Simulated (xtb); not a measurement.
H2O, charge +1, doublet, from a rough starting geometry (a state made from the parent by changing its charge; the spin is typed, not shown lowest); GFN2-xTB (xtb 6.7.1).

Here is a job for xtb.
```
$ xtb mol.xyz --gfn 2 --chrg 1 --uhf 1 --opt vtight --json

# file mol.xyz
3

O      0.04974455     0.39498977     0.05401224
H     -0.80616881    -0.19674329    -0.02841044
H      0.77222892    -0.22840727    -0.01663022
```

Output, abridged:

```
   ID    Z sym.   atoms
    1    8 O      1
    2    1 H      2, 3

           -------------------------------------------------
          |                Calculation Setup                |
           -------------------------------------------------

           -------------------------------------------------
          |                 G F N 2 - x T B                 |
           -------------------------------------------------

          ...................................................
          :                      SETUP                      :
          :.................................................:
          :  # basis functions                   6          :
          :  # atomic orbitals                   6          :
          :  # shells                            4          :
          :  # electrons                         7          :
          :  max. iterations                   250          :
          :  Hamiltonian                  GFN2-xTB          :
          :  restarted?                      false          :
          :  GBSA solvation                  false          :
          :  PC potential                    false          :
          :  electronic temp.          300.0000000     K    :
          :  accuracy                    1.0000000          :
          :  -> integral cutoff          0.2500000E+02      :
          :  -> integral neglect         0.1000000E-07      :
          :  -> SCF convergence          0.1000000E-05 Eh   :
          :  -> wf. convergence          0.1000000E-03 e    :
          :  Broyden damping             0.4000000          :
          :  net charge                          1          :
          :  unpaired electrons                  1          :
          ...................................................

 iter      E             dE          RMSdq      gap      omega  full diag
   1     -4.4235084 -0.442351E+01  0.521E+00   14.96       0.0  T
   2     -4.4236164 -0.108006E-03  0.314E+00   14.99       1.0  T
   3     -4.4236348 -0.184138E-04  0.819E-02   14.97       1.0  T
   4     -4.4236387 -0.393304E-05  0.195E-02   14.94       3.0  T
   5     -4.4236387 -0.281244E-07  0.725E-03   14.94       8.0  T
   6     -4.4236387 -0.860929E-08  0.503E-04   14.94     114.8  T
   7     -4.4236387 -0.272644E-10  0.561E-05   14.94    1029.6  T

   *** convergence criteria satisfied after 7 iterations ***

         :::::::::::::::::::::::::::::::::::::::::::::::::::::
         ::                     SUMMARY                     ::
         :::::::::::::::::::::::::::::::::::::::::::::::::::::
         :: total energy              -4.398328699789 Eh    ::
         :: gradient norm              0.061625153116 Eh/a0 ::
         :: HOMO-LUMO gap             14.937134861935 eV    ::
         ::.................................................::
         :: SCC energy                -4.423638746467 Eh    ::
         :: -> isotropic ES            0.169233195954 Eh    ::
         :: -> anisotropic ES         -0.013457395098 Eh    ::
         :: -> anisotropic XC         -0.001374163036 Eh    ::
         :: -> dispersion             -0.000071933033 Eh    ::
         :: repulsion energy           0.025310046678 Eh    ::
         :: add. restraining           0.000000000000 Eh    ::
         :: total charge               1.000000000000 e     ::
         :::::::::::::::::::::::::::::::::::::::::::::::::::::

      -----------------------------------------------------------
     |                   =====================                   |
     |                        A N C O P T                        |
     |                   =====================                   |
     |               Approximate Normal Coordinate               |
     |                Rational Function Optimizer                |
      -----------------------------------------------------------
      -----------------------------------------------------------
     |                   =====================                   |
     |                        A N C O P T                        |
     |                   =====================                   |
     |               Approximate Normal Coordinate               |
     |                Rational Function Optimizer                |
      -----------------------------------------------------------

          ...................................................
          :                      SETUP                      :
          :.................................................:
          :   optimization level         verytight          :
          :   max. optcycles                   200          :
          :   ANC micro-cycles                  20          :
          :   degrees of freedom                 3          :
          :.................................................:
          :   RF solver                   davidson          :
          :   write xtbopt.log                true          :
          :   linear?                        false          :
          :   energy convergence         0.1000000E-06 Eh   :
          :   grad. convergence          0.2000000E-03 Eh/α :
          :   maxmium RF displ.          1.0000000          :
          :   Hlow (freq-cutoff)         0.1000000E-01      :
          :   Hmax (freq-cutoff)         5.0000000          :
          :   S6 in model hess.         20.0000000          :
          ...................................................

generating ANC from exact Hessian ...
Using Lindh-Hessian (1995)
 Shifting diagonal of input Hessian by    0.0000000000000000
 Lowest  eigenvalues of input Hessian
    0.000000    0.000000    0.000000    0.000000    0.000000    0.000000
    0.223210    1.011284    1.325100
 Highest eigenvalues
    0.000000    0.000000    0.000000    0.223210    1.011284    1.325100

........................................................................
.............................. CYCLE    1 ..............................
[...]
 * total energy  :    -4.3983287 Eh     change       -0.6954437E-12 Eh
 * total energy  :    -4.4018181 Eh     change       -0.3489370E-02 Eh
 * total energy  :    -4.4033147 Eh     change       -0.1496659E-02 Eh
 * total energy  :    -4.4034705 Eh     change       -0.1557579E-03 Eh
 * total energy  :    -4.4036158 Eh     change       -0.1452833E-03 Eh
 * total energy  :    -4.4036243 Eh     change       -0.8521605E-05 Eh
 * total energy  :    -4.4036244 Eh     change       -0.1546589E-06 Eh
 * total energy  :    -4.4036245 Eh     change       -0.1970069E-07 Eh
   *** GEOMETRY OPTIMIZATION CONVERGED AFTER 8 ITERATIONS ***
[...]
 O  H  Rav=1.0053 sigma=0.0000  Rmin=1.0053  Rmax=1.0054     2

 selected bond angles (degree)
 --------------------
H3-O1-H2=120.59

 selected dihedral angles (degree)
 ---------------------------------

           -------------------------------------------------
          |                Final Singlepoint                |
           -------------------------------------------------

          ...................................................
          :                      SETUP                      :
          :.................................................:
          :  # basis functions                   6          :
          :  # atomic orbitals                   6          :
          :  # shells                            4          :
          :  # electrons                         7          :
          :  max. iterations                   250          :
          :  Hamiltonian                  GFN2-xTB          :
          :  restarted?                      false          :
          :  GBSA solvation                  false          :
          :  PC potential                    false          :
          :  electronic temp.          300.0000000     K    :
          :  accuracy                    1.0000000          :
          :  -> integral cutoff          0.2500000E+02      :
          :  -> integral neglect         0.1000000E-07      :
          :  -> SCF convergence          0.1000000E-05 Eh   :
          :  -> wf. convergence          0.1000000E-03 e    :
          :  Broyden damping             0.4000000          :
          :  net charge                          1          :
          :  unpaired electrons                  1          :
          ...................................................

 iter      E             dE          RMSdq      gap      omega  full diag
   1     -4.4256503 -0.442565E+01  0.155E-05   14.42       0.0  T
   2     -4.4256503 -0.222045E-13  0.992E-06   14.42    5819.1  T
   3     -4.4256503 -0.159872E-13  0.113E-06   14.42   51158.4  T

   *** convergence criteria satisfied after 3 iterations ***

         :::::::::::::::::::::::::::::::::::::::::::::::::::::
         ::                     SUMMARY                     ::
         :::::::::::::::::::::::::::::::::::::::::::::::::::::
         :: total energy              -4.403624465496 Eh    ::
         :: gradient norm              0.000014681830 Eh/a0 ::
         :: HOMO-LUMO gap             14.416890100770 eV    ::
         ::.................................................::
         :: SCC energy                -4.425650261624 Eh    ::
         :: -> isotropic ES            0.165169219099 Eh    ::
         :: -> anisotropic ES         -0.016625155424 Eh    ::
         :: -> anisotropic XC         -0.001363889390 Eh    ::
         :: -> dispersion             -0.000071178360 Eh    ::
         :: repulsion energy           0.022025796128 Eh    ::
         :: add. restraining           0.000000000000 Eh    ::
         :: total charge               1.000000000000 e     ::
         :::::::::::::::::::::::::::::::::::::::::::::::::::::

           -------------------------------------------------
          |                Property Printout                |
           -------------------------------------------------

    * Orbital Energies and Occupations

         #    Occupation            Energy/Eh            Energy/eV
      -------------------------------------------------------------
         1        2.0000           -1.0806423             -29.4058
         2        2.0000           -0.9905147             -26.9533
         3        2.0000           -0.9238239             -25.1385
         4        1.0000           -0.8842150             -24.0607 (HOMO)
         5                         -0.3544040              -9.6438 (LUMO)
         6                         -0.1281450              -3.4870
      -------------------------------------------------------------
                  HL-Gap            0.5298110 Eh           14.4169 eV
             Fermi-level           -0.7616644 Eh          -20.7259 eV

     #   Z          covCN         q      C6AA      α(0)
     1   8 O        1.596     0.009    14.409     5.123
     2   1 H        0.798     0.496     0.343     0.920
     3   1 H        0.798     0.496     0.343     0.920

 Mol. C6AA /au·bohr⁶  :         24.509524
 Mol. C8AA /au·bohr⁸  :        443.696614
 Mol. α(0) /au        :          6.963830

Wiberg/Mayer (AO) data.
largest (>0.10) Wiberg bond orders for each atom

 ---------------------------------------------------------------------------
     #   Z sym  total        # sym  WBO       # sym  WBO       # sym  WBO
 ---------------------------------------------------------------------------
     1   8 O    1.507 --     2 H    0.754     3 H    0.754
     2   1 H    0.754 --     1 O    0.754
     3   1 H    0.754 --     1 O    0.754
 ---------------------------------------------------------------------------

Topologies differ in total number of bonds
Writing topology from bond orders to xtbtopo.mol

molecular dipole:
                 x           y           z       tot (Debye)
 q only:        0.001      -0.322      -0.032
   full:       -0.005      -0.520      -0.057       1.330
molecular quadrupole (traceless):
                xx          xy          yy          xz          yz          zz
 q only:        2.639      -0.128      -1.235       0.024       0.016      -1.404
  q+dip:        3.380      -0.167      -1.656       0.030       0.001      -1.724
   full:        3.017      -0.163      -1.895       0.021      -0.106      -1.121

optimized geometry written to: xtbopt.xyz

           -------------------------------------------------
          | TOTAL ENERGY               -4.403624465496 Eh   |
          | GRADIENT NORM               0.000014681830 Eh/α |
          | HOMO-LUMO GAP              14.416890100770 eV   |
           -------------------------------------------------

normal termination of xtb
```
